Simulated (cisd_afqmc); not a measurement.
Input (AFQMC/CISD/cc-pV(T+d)Z; cisd_afqmc is a phaseless AFQMC code with CISD trial states that reads the integrals written by Ansatz): A basis named .json is the Basis Set Exchange file of that set.

Ansatz 0.2 input:
```python
import cisd_afqmc

open("ham.yaml", "w").write("""\
crystal:
  periodic: [false, false, false]
  atoms:
    - {symbol: C, position_ang: [0.91232593, 0.16164380, -0.39330575]}
    - {symbol: C, position_ang: [-0.60548684, 0.05092190, -0.10580848]}
    - {symbol: Cl, position_ang: [-1.32139033, 1.68441004, -0.22439954]}
    - {symbol: Cl, position_ang: [-1.34461495, -0.97327816, -1.37054916]}
    - {symbol: Cl, position_ang: [-0.92617021, -0.63673263, 1.49522078]}
    - {symbol: Cl, position_ang: [1.72332879, 1.24767341, 0.75638335]}
    - {symbol: Cl, position_ang: [1.69991496, -1.43166749, -0.39910418]}
    - {symbol: H, position_ang: [1.03080492, 0.58771797, -1.38368598]}
basis:
  gaussian:
    orbitals: cc-pV_T+d_Z.json
magnetization: {spin_polarized: false}
correlation: {method: ccsd, electrons: outside_noble_gas, hamiltonian_folder: ham}
""")
rep = cisd_afqmc.ansatz("ham.yaml")
e_ccsd = rep["correlation"]["coupled_cluster"]["energy"]["hartree"]
out = cisd_afqmc.run("ham", e_ccsd, trial="CISD", walkers=1000, populations=1, threads=12, dt=0.005, steps=40, early=24, settle=10, least=100,
    cut=5e-5, rank_cut=2e-4, target=0.0007, seconds=1500, seed=4, memory=62639, gpu=True)
```

Output:

```
orbitals 242, occupied [22], factors 1498 of 1633, rank of the doubles 1403 of 4840
E(HF) = -2373.903065
E(CCSD) on the cut factors = -2375.261076, shift to the whole factors -0.000010
Energy of the trial state on the determinant = -2375.261014
  tau behind 7.2 of longer steps, mean of the populations' last blocks
   2.0  -2375.32912
   4.0  -2375.32749
   6.0  -2375.33136
   8.0  -2375.32888
  10.0  -2375.33789
  12.0  -2375.33403
  14.0  -2375.33565
  16.0  -2375.33797
  18.0  -2375.32757
  20.0  -2375.32707
  22.0  -2375.33273
  24.0  -2375.32367
  26.0  -2375.33194
  28.0  -2375.32921
  30.0  -2375.33235
  32.0  -2375.33641
  34.0  -2375.33656
  36.0  -2375.34070
  38.0  -2375.34030
  40.0  -2375.33607
  42.0  -2375.33819
  44.0  -2375.33376
  46.0  -2375.33372
  48.0  -2375.33497
  50.0  -2375.33064
  52.0  -2375.33040
  54.0  -2375.33039
  56.0  -2375.33175
  58.0  -2375.32957
  60.0  -2375.33250
  62.0  -2375.33587
  64.0  -2375.32910
  66.0  -2375.32774
  68.0  -2375.33400
  70.0  -2375.33921
  72.0  -2375.33011
  74.0  -2375.32782
  76.0  -2375.33020
  78.0  -2375.33378
  80.0  -2375.32999
  82.0  -2375.33206
  84.0  -2375.33100
blocks 416 (0 outliers left out), error by blocks joined: 1: 0.00030, 2: 0.00038, 4: 0.00048, 8: 0.00060, 16: 0.00068
E(AFQMC/CISD) = -2375.33253 +/- 0.00068
```
